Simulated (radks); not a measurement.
Values are calculated unless marked as measured or tabulated.
Question: Coherent X-ray form factor from a spherical all-electron density. Level of theory: non-relativistic Kohn-Sham, TPSS, spin-polarised, spherical densities, point nucleus; meta-GGA in the generalised Kohn-Sham scheme (a radial shooting solver on a logarithmic mesh with Libxc functionals).

sin(theta)/lambda (1/angstrom),f0 (electrons)
0.05,38.871
0.1,38.489
0.15,37.869
0.2,37.032
0.25,36.008
0.3,34.832
0.4,32.167
0.5,29.332
0.6,26.574
0.8,21.874
1,18.468
1.25,15.450
1.5,13.036
2,9.077

The species is in the configuration that NIST lists as its ground one. Which atom or ion scatters so?

Answer: The lanthanum ion La18+, [Kr] 4d3. Extrapolating in s^2 from the first two rows gives f0(0) = 39.0, near the electron count 39; among species with that count, the fall with angle is slower the higher Z, and the table is that of Z = 57; from so few rows the species is fixed only to a neighbour or two.
